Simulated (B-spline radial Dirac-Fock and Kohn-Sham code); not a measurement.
The computed values come from a radial atomic solver: the Dirac equation of a negative muon with reduced mass in the field of a spherical finite nucleus, with the Uehling potential to all orders; nuclear polarisation, deformation, hyperfine structure, self-energy, higher-order vacuum polarisation, relativistic recoil and electron screening are left out. The nuclear charge is a uniformly charged sphere.

**Question.** A muonic atom of atomic mass 62.93 u emits these computed lines: 2p3/2 → 1s1/2 1512 keV, 3d5/2 → 2p3/2 330.9 keV, 4f7/2 → 3d5/2 115.4 keV, 5g9/2 → 4f7/2 53.31 keV. Which element is it, and what rms charge radius was used?

**Answer.** Copper (Z = 29, nuclide ⁶³Cu); the high transitions hardly feel the nucleus and fix Z. The 2p → 1s line lies 284.3 keV below the value for a point nucleus without QED, which for this nuclear model gives a radius near 3.88 fm (3.8823 fm was used).
